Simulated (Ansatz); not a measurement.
Be2Cl4⁻ (the lowest doublet isomer of a short search), 6 atoms. Hardware: 4 threads of Arm Neoverse V1 on a shared host.

Correlated methods freeze 20 core orbitals.

How many basis functions does each of these Ansatz runs have, and roughly what does it cost? PBE-D4/def2-TZVPD, charge -1 doublet, energy and forces, from earlier orbitals; PBE0-D4/def2-TZVPD, charge -1 doublet, energy, from earlier orbitals; B3LYP-D4/def2-TZVPD, charge -1 doublet, energy, from earlier orbitals; MP2/def2-TZVPD, charge -1 doublet, energy, from earlier orbitals; r2SCAN-D4/def2-TZVPD, charge -1 doublet, energy, from earlier orbitals; ωB97M-V/def2-TZVPD, charge -1 doublet, energy, from earlier orbitals; B3LYP-D4/def2-SVPD, charge -1 doublet, relaxation, 35 steps; revPBE-D4/def2-TZVPD, charge -1 doublet, energy, from earlier orbitals; PBE-D4/def2-SVP, charge -1 doublet, energy with a search over starts; CCSD(T)/def2-SVPD, charge -1 doublet, energy, from earlier orbitals.

Other jobs shared the machine, so times can vary by a factor of up to 3. A dash marks memory too small to be measured apart from the calling script's.

```csv
run,functions,fitting or Cholesky vectors,wall time,peak host memory (GiB)
"PBE-D4/def2-SVP, charge -1 doublet, energy with a search over starts",90,1048,1.8 s,–
"revPBE-D4/def2-TZVPD, charge -1 doublet, energy, from earlier orbitals",228,1434,4 s,–
"PBE-D4/def2-TZVPD, charge -1 doublet, energy and forces, from earlier orbitals",228,1434,4.2 s,–
"MP2/def2-TZVPD, charge -1 doublet, energy, from earlier orbitals",228,1418,5.5 s,0.68
"B3LYP-D4/def2-TZVPD, charge -1 doublet, energy, from earlier orbitals",228,1498,8 s,0.97
"PBE0-D4/def2-TZVPD, charge -1 doublet, energy, from earlier orbitals",228,1546,8.5 s,0.99
"r2SCAN-D4/def2-TZVPD, charge -1 doublet, energy, from earlier orbitals",228,1434,11 s,–
"ωB97M-V/def2-TZVPD, charge -1 doublet, energy, from earlier orbitals",228,1434,19 s,1.4
"CCSD(T)/def2-SVPD, charge -1 doublet, energy, from earlier orbitals",132,1288,50 s,1.8
"B3LYP-D4/def2-SVPD, charge -1 doublet, relaxation, 35 steps",132,1398,90 s,–
```
